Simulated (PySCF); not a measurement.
H$_{4}$Cl$_{3}$NSi$_{2}$ (SMILES N[SiH2][Si](Cl)(Cl)Cl), singlet, at a GFN2-xTB geometry, with bond 3-1 at 2.4 times its length; CASCI(4,6)/STO-3G in PySCF.

Here is a job for PySCF.
```python
from pyscf import gto, scf, mcscf
import numpy

mol = gto.Mole()
mol.atom = '''
    Si    0.317248    0.033231   -0.036812
    Cl    0.862087   -0.710477    1.785856
    Cl    0.427189    4.907480    0.477753
    Cl    1.839199   -0.430628   -1.309052
    Si   -1.752124   -0.764560   -0.774459
    N    -3.086084   -0.395332    0.242130
    H    -2.082893   -0.159713   -2.065189
    H    -1.723309   -2.225933   -0.841670
    H    -3.179481   -0.854237    1.134226
    H    -3.417289    0.553751    0.310822
'''
mol.basis = 'sto-3g'
mol.charge = 0
mol.spin = 0
mol.verbose = 4
mol.build()

mf = scf.RHF(mol)
mf.kernel()
mc = mcscf.CASCI(mf, 6, 4)
mc.fix_spin_(ss=0.0)
mc.kernel()
occ = numpy.linalg.eigvalsh(mc.fcisolver.make_rdm1(mc.ci, mc.ncas, mc.nelecas))[::-1]
ss = mc.fcisolver.spin_square(mc.ci, mc.ncas, mc.nelecas)[0]
print('natural occupations', occ.round(4), ' <S^2>', round(ss, 4))
```

It wrote (shortened):

```
PySCF version 2.14.0

[INPUT] verbose = 4
[INPUT] num. atoms = 10
[INPUT] num. electrons = 90
[INPUT] charge = 0
[INPUT] spin (= nelec alpha-beta = 2S) = 0
[INPUT] symmetry False subgroup None
[INPUT] Mole.unit = angstrom
[INPUT] Symbol           X                Y                Z      unit          X                Y                Z       unit  Magmom
[INPUT]  1 Si     0.317248000000   0.033231000000  -0.036812000000 AA    0.599511833566   0.062797488845  -0.069564598097 Bohr   0.0
[INPUT]  2 Cl     0.862087000000  -0.710477000000   1.785856000000 AA    1.629108325548  -1.342606947803   3.374778737911 Bohr   0.0
[INPUT]  3 Cl     0.427189000000   4.907480000000   0.477753000000 AA    0.807270213427   9.273793161781   0.902822325189 Bohr   0.0
[INPUT]  4 Cl     1.839199000000  -0.430628000000  -1.309052000000 AA    3.475582398574  -0.813768981569  -2.473749762814 Bohr   0.0
[INPUT]  5 Si    -1.752124000000  -0.764560000000  -0.774459000000 AA   -3.311034496277  -1.444809005797  -1.463515404705 Bohr   0.0
[INPUT]  6 N     -3.086084000000  -0.395332000000   0.242130000000 AA   -5.831853557402  -0.747069208277   0.457559386541 Bohr   0.0
[INPUT]  7 H     -2.082893000000  -0.159713000000  -2.065189000000 AA   -3.936097316774  -0.301813828533  -3.902641605464 Bohr   0.0
[INPUT]  8 H     -1.723309000000  -2.225933000000  -0.841670000000 AA   -3.256582037998  -4.206403741631  -1.590525787263 Bohr   0.0
[INPUT]  9 H     -3.179481000000  -0.854237000000   1.134226000000 AA   -6.008348308258  -1.614273975470   2.143376503361 Bohr   0.0
[INPUT] 10 H     -3.417289000000   0.553751000000   0.310822000000 AA   -6.457740298489   1.046437731204   0.587368453490 Bohr   0.0

nuclear repulsion = 522.589475757946
number of shells = 32
number of NR pGTOs = 162
number of NR cGTOs = 54
basis = sto-3g
ecp = {}

******** <class 'pyscf.scf.hf.RHF'> ********
method = RHF
initial guess = minao
damping factor = 0
level_shift factor = 0
DIIS = <class 'pyscf.scf.diis.CDIIS'>
diis_start_cycle = 1
diis_space = 8
diis_damp = 0
SCF conv_tol = 1e-09
SCF conv_tol_grad = None
SCF max_cycles = 50
direct_scf = True
direct_scf_tol = 1e-13
Set gradient conv threshold to 3.16228e-05
Initial guess from minao.
init E= -1989.89493491334
  HOMO = -0.31898125455527  LUMO = -0.116768276129739  gap/eV = 5.50250
cycle= 1 E= -1990.7739935103  delta_E= -0.879  |g|= 0.496  |ddm|= 3.59

WARN: HOMO -0.0594932909261922 == LUMO -0.0593736834407856

cycle= 2 E= -1990.41917849778  delta_E= 0.355  |g|= 0.498  |ddm|=  3.7
  HOMO = -0.232244513079384  LUMO = -0.0424897256882851  gap/eV = 5.16349
cycle= 3 E= -1990.88428369187  delta_E= -0.465  |g|= 0.197  |ddm|=  3.6
  HOMO = -0.15117843443129  LUMO = -0.069982535049792  gap/eV = 2.20945
cycle= 4 E= -1990.89833262317  delta_E= -0.014  |g|= 0.108  |ddm|= 0.221
  HOMO = -0.0847358472839361  LUMO = -0.0801102808916911  gap/eV = 0.12587
cycle= 5 E= -1990.90454477612  delta_E= -0.00621  |g|= 0.0437  |ddm|= 0.225
  HOMO = -0.079656362219078  LUMO = -0.0694948479264424  gap/eV = 0.27651
cycle= 6 E= -1990.49958626154  delta_E= 0.405  |g|= 0.393  |ddm|= 3.55
  HOMO = -0.0805532356339644  LUMO = -0.0730215414414456  gap/eV = 0.20495
cycle= 7 E= -1990.61269409213  delta_E= -0.113  |g|= 0.45  |ddm|= 0.794
  HOMO = -0.0786180833478826  LUMO = -0.0667016653205695  gap/eV = 0.32426
cycle= 8 E= -1990.53831467064  delta_E= 0.0744  |g|= 0.427  |ddm|= 0.451
  HOMO = -0.0555105750279986  LUMO = -0.0195301690961492  gap/eV = 0.97908
cycle= 9 E= -1990.49138219886  delta_E= 0.0469  |g|= 0.408  |ddm|= 2.13
  HOMO = -0.083911068002175  LUMO = -0.0535827320921031  gap/eV = 0.82528
cycle= 10 E= -1990.56960186051  delta_E= -0.0782  |g|= 0.437  |ddm|= 0.932
  HOMO = -0.08598013559249  LUMO = -0.0745700994061372  gap/eV = 0.31048
cycle= 11 E= -1990.91160216736  delta_E= -0.342  |g|= 0.181  |ddm|= 2.49
  HOMO = -0.105775158893125  LUMO = -0.0696353938795137  gap/eV = 0.98341
cycle= 12 E= -1990.9372778674  delta_E= -0.0257  |g|= 0.0401  |ddm|= 0.748
  HOMO = -0.108088326751404  LUMO = -0.065389463062244  gap/eV = 1.16190
cycle= 13 E= -1990.93170865903  delta_E= 0.00557  |g|= 0.0967  |ddm|= 0.375
  HOMO = -0.1327442049536  LUMO = -0.030499409665515  gap/eV = 2.78222
cycle= 14 E= -1990.90444313187  delta_E= 0.0273  |g|= 0.187  |ddm|= 0.514
  HOMO = -0.138646212005927  LUMO = -0.0452647899950425  gap/eV = 2.54104
cycle= 15 E= -1990.93177696212  delta_E= -0.0273  |g|= 0.0825  |ddm|= 0.453
  HOMO = -0.162596546568659  LUMO = -0.0483396997514354  gap/eV = 3.10909
cycle= 16 E= -1990.93818612883  delta_E= -0.00641  |g|= 0.0124  |ddm|= 0.438
  HOMO = -0.161393734728185  LUMO = -0.0468532505064282  gap/eV = 3.11681
cycle= 17 E= -1990.93839643659  delta_E= -0.00021  |g|= 0.00194  |ddm|= 0.0649
  HOMO = -0.161825804392493  LUMO = -0.0468840325633256  gap/eV = 3.12772
cycle= 18 E= -1990.93839867302  delta_E= -2.24e-06  |g|= 0.00305  |ddm|= 0.0214
  HOMO = -0.160459234620981  LUMO = -0.0469844467809215  gap/eV = 3.08781
cycle= 19 E= -1990.93841379979  delta_E= -1.51e-05  |g|= 0.000818  |ddm|= 0.0214
  HOMO = -0.160795987660957  LUMO = -0.0468326027407376  gap/eV = 3.10110
cycle= 20 E= -1990.93842845857  delta_E= -1.47e-05  |g|= 0.000694  |ddm|= 0.042
  HOMO = -0.160576596193575  LUMO = -0.046457464434427  gap/eV = 3.10534
cycle= 21 E= -1990.93845916555  delta_E= -3.07e-05  |g|= 0.00265  |ddm|= 0.142
  HOMO = -0.161475611121352  LUMO = -0.0467846738450917  gap/eV = 3.12090
cycle= 22 E= -1990.93846804375  delta_E= -8.88e-06  |g|= 0.000838  |ddm|= 0.0189
  HOMO = -0.159384203045115  LUMO = -0.0451532420301658  gap/eV = 3.10838
cycle= 23 E= -1990.9383364068  delta_E= 0.000132  |g|= 0.0111  |ddm|= 0.269
  HOMO = -0.159604643900658  LUMO = -0.045330148465097  gap/eV = 3.10957
cycle= 24 E= -1990.93837109762  delta_E= -3.47e-05  |g|= 0.00981  |ddm|= 0.0158
  HOMO = -0.160552766836132  LUMO = -0.0460679032547784  gap/eV = 3.11529
cycle= 25 E= -1990.93847024748  delta_E= -9.91e-05  |g|= 0.00451  |ddm|= 0.0487
  HOMO = -0.159950360994896  LUMO = -0.0455717480117886  gap/eV = 3.11240
cycle= 26 E= -1990.93841453966  delta_E= 5.57e-05  |g|= 0.00798  |ddm|= 0.0655
  HOMO = -0.160505710144726  LUMO = -0.0459718315290477  gap/eV = 3.11663
cycle= 27 E= -1990.93846625187  delta_E= -5.17e-05  |g|= 0.00499  |ddm|= 0.0187
  HOMO = -0.161666087558571  LUMO = -0.0468785293282885  gap/eV = 3.12353
cycle= 28 E= -1990.93849799828  delta_E= -3.17e-05  |g|= 0.00136  |ddm|= 0.0371
  HOMO = -0.161443684827414  LUMO = -0.0467559653997817  gap/eV = 3.12081
cycle= 29 E= -1990.93850030733  delta_E= -2.31e-06  |g|= 0.000353  |ddm|= 0.00859
  HOMO = -0.161413382158151  LUMO = -0.0467299628382094  gap/eV = 3.12069
cycle= 30 E= -1990.93850043246  delta_E= -1.25e-07  |g|= 0.000185  |ddm|= 0.00149
  HOMO = -0.161400121003505  LUMO = -0.0467110790800188  gap/eV = 3.12085
cycle= 31 E= -1990.93850047664  delta_E= -4.42e-08  |g|= 8.8e-05  |ddm|= 0.00417
  HOMO = -0.161394945863882  LUMO = -0.0467228715202244  gap/eV = 3.12039
cycle= 32 E= -1990.9385004756  delta_E= 1.04e-09  |g|= 0.000116  |ddm|= 0.00297
  HOMO = -0.161395670790277  LUMO = -0.0467261037436447  gap/eV = 3.12032
cycle= 33 E= -1990.9385005332  delta_E= -5.76e-08  |g|= 0.000135  |ddm|= 0.00794
  HOMO = -0.161354533581115  LUMO = -0.0467141159902094  gap/eV = 3.11952
cycle= 34 E= -1990.93850058552  delta_E= -5.23e-08  |g|= 1.05e-05  |ddm|= 0.00582
  HOMO = -0.161354308719018  LUMO = -0.0467165270507713  gap/eV = 3.11945
cycle= 35 E= -1990.93850059065  delta_E= -5.14e-09  |g|= 3.17e-06  |ddm|= 0.00271
  HOMO = -0.161352636130667  LUMO = -0.0467166796542589  gap/eV = 3.11940
cycle= 36 E= -1990.93850059098  delta_E= -3.24e-10  |g|= 6.64e-07  |ddm|= 0.000881
  HOMO = -0.16135292591081  LUMO = -0.0467166681147222  gap/eV = 3.11941
Extra cycle  E= -1990.93850059097  delta_E= 3.18e-12  |g|= 8.06e-07  |ddm|= 6.42e-06
converged SCF energy = -1990.93850059097

******** <class 'pyscf.mcscf.casci.CASCI'> ********
CAS (2e+2e, 6o), ncore = 43, nvir = 5
natorb = False
canonicalization = True
sorting_mo_energy = False
******** <class 'pyscf.fci.addons.SpinPenaltyFCISolver'> ********
max. cycles = 200
conv_tol = 1e-08
davidson only = True
linear dependence = 1e-12
level shift = 0.001
max iter space = 12
nroots = 1
pspace_size = 400
spin = None
Density matrix diagonal elements [1.00003426e+00 1.77732700e+00 1.22112049e+00 8.46671979e-04
 7.77736825e-06 6.63798751e-04]
CASCI converged
CASCI E = -1991.06250257899  E(CI) = -3.49282309470073  S^2 = 0.0000000
natural occupations [2.     1.0003 0.9997 0.     0.     0.    ]  <S^2> 0.0
```
